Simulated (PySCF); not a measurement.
## Computed structure and properties of [Pb(SH)3]+

System: [Pb(SH)3]+ (singlet); start: displaced along the imaginary mode (C3). Method: PySCF 2.14.0, RKS TPSS, Pb def2-SVP with ECP60, S def2-SVP, H def2-SVP; non-relativistic Hamiltonian with scalar-relativistic core potentials where named; density fitting; no spin-orbit coupling.

Input of the relaxation:

```python
mol = gto.M(atom='''
Pb    -0.00000     0.00000     0.04727
S      2.52465     0.00833    -0.14084
H      2.66329    -0.24998     1.21673
S     -1.26954     2.18224    -0.14084
H     -1.11515     2.43147     1.21673
S     -1.25511    -2.19057    -0.14084
H     -1.54814    -2.18149     1.21673''',
    basis={'Pb': 'def2-SVP', 'S': 'def2-SVP', 'H': 'def2-SVP'},
    ecp={'Pb': 'def2-SVP'},
    charge=1, spin=0)
mf = dft.RKS(mol, xc='TPSS')
mf.grids.atom_grid = (50, 194)
mf = mf.density_fit()  # fitting sets: Pb def2-universal-JKFIT, S def2-universal-JKFIT, H def2-universal-JKFIT
mf.conv_tol = 1e-08; mf.max_cycle = 55
mf.kernel(dm0)  # dm0: converged density of the start geometry
# quasi-Newton relaxation in Cartesian coordinates to a largest gradient under 0.00045 Eh/bohr, steps kept in the point group
```

Run from Python with OMP_NUM_THREADS=2; the lines above give its settings. Where DIIS fails, smearing, a level shift and second-order steps follow.
It took 88 s on 2 threads of Intel(R) Xeon(R) Platinum 8488C (Sapphire Rapids), with other jobs on the host, from the converged density of the start.

Course of the relaxation:

```tsv
step	energy above end (eV)	largest force component within the symmetry (eV/Å)
0	0.7055	0.589
1	0.5939	0.500
2	0.4956	1.165
3	0.3184	0.346
4	0.2390	0.731
5	0.1885	0.282
6	0.1334	0.170
7	0.0943	0.587
13	0.0029	0.035
14	0.0012	0.073
15	0.0004	0.044
16	0.0001	0.030
17	0.0000	0.022
18	0.0000	0.003
```
(The steps between are left out.)

Relaxed geometry (C3h):

```xyz
7

Pb    0.0000    0.0000    0.4676
S     2.4237    0.5336    0.4652
H     2.7843   -0.7805    0.4706
S    -1.6740    1.8321    0.4652
H    -0.7162    2.8015    0.4706
S    -0.7497   -2.3658    0.4652
H    -2.0681   -2.0210    0.4706
```

```csv
contact,Å
Pb1–S2 (SH),2.482
Pb1–S4 (SH),2.482
Pb1–S6 (SH),2.482
```

On the finer grid (75, 302):

| Item | Value |
| --- | --- |
| HOMO | -11.56 eV |
| LUMO | -9.63 eV |
| Dipole about the centre of mass | 0.01 D |
| Set of Mulliken populations of Pb1 outside the core potential | s 3.58, p 7.51, d 10.18 |
| D3(BJ) dispersion energy (not in the energies) | -0.297 eV |

| atom | Mulliken (e) | Löwdin (e) | spin (e) |
| --- | --- | --- | --- |
| Pb1 | 0.73 | 0.31 | 0.00 |
| S2 | -0.06 | 0.20 | 0.00 |
| H3 | 0.15 | 0.03 | 0.00 |
| S4 | -0.06 | 0.20 | 0.00 |
| H5 | 0.15 | 0.03 | 0.00 |
| S6 | -0.06 | 0.20 | 0.00 |
| H7 | 0.15 | 0.03 | 0.00 |

No frequency check is given for this geometry.

Taking off one SH (charge -1, singlet; the rest: singlet) in vacuum, both parts rigid, costs 15.77 eV; the small basis without counterpoise inflates it. Most of it is the attraction of opposite charges; other ways to part are cheaper, and one spin state was tried for the rest.

Rigid scan of SH along the line from its metal:

```tsv
distance to S2 (Å)	energy (eV)
2.18	0.730
2.28	0.280
2.38	0.061
2.48	0.000
2.58	0.047
2.68	0.162
2.88	0.500
3.18	1.063
```

One start shape was tried, so this needn't be the lowest isomer.
